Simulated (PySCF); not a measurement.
Species: C7H13F.
Atom-mapped SMILES: `[CH3:1][C:2]([CH3:3])([CH3:4])[C@@H:5]1[CH2:6][C@@H:7]1[F:8]`

Structure used (GFN2-xTB), in Å, numbered top down from 1:
```xyz
21
C7H13F angstrom
C     -0.426    1.541    0.215
C     -0.577    0.022    0.119
C     -1.297   -0.481    1.375
C     -1.404   -0.329   -1.123
C      0.758   -0.711    0.019
C      2.084   -0.126    0.427
C      1.805   -0.416   -1.011
F      1.655    0.637   -1.867
H     -1.412    2.002    0.219
H      0.127    1.939   -0.631
H      0.078    1.825    1.136
H     -1.492   -1.550    1.309
H     -2.249    0.032    1.494
H     -0.693   -0.296    2.260
H     -2.396    0.112   -1.054
H     -0.919    0.051   -2.018
H     -1.513   -1.407   -1.219
H      0.642   -1.772    0.218
H      2.115    0.914    0.711
H      2.795   -0.747    0.950
H      2.310   -1.224   -1.528
```

NICS is the negative of the GIAO shielding at a point without a nucleus: at the ring centre (0) and 1 Å above and below it (1); zz is the component along the ring normal. Level: GIAO PBE0/pcSseg-1 (PySCF, non-relativistic, gas phase) on the GFN2-xTB geometry, one conformer.

Ring bond lengths (Å), with Mayer bond orders in brackets: C5–C6 1.506 (0.95), C6–C7 1.494 (0.97), C7–C5 1.498 (0.93).

Problem. Give the NICS values of each ring in ppm.

Solution. 
```tsv
ring	type	NICS(0)	NICS(1), two faces	NICS(1)zz, two faces	rms pucker (Å)	centre to ring atoms, mean (Å)
C5–C6–C7	3-membered carbocycle; formal bonds all single	-37.0	-9.8 / -6.3	-24.1 / -14.6	0.00	0.87
```

Problem. What do they say, and how far can they be read as aromaticity?

Solution. 
- C5–C6–C7: mean NICS(1)zz -19.4 ppm, shielded. C5, C6, C7 have four or more neighbours; no verdict on aromaticity is drawn. The two faces differ by 9.5 ppm, so no symmetry operation interchanges them. NICS(0) lies 29 ppm below the mean NICS(1).

Problem. What field does 9.4 T along the ring normal induce along that normal at the first NICS(1) probe listed for ring C5–C6–C7, 1 Å off the ring?

Solution. NICSzz × B0 = -24.1 ppm × 9.4 T = -227 μT, against the applied field.
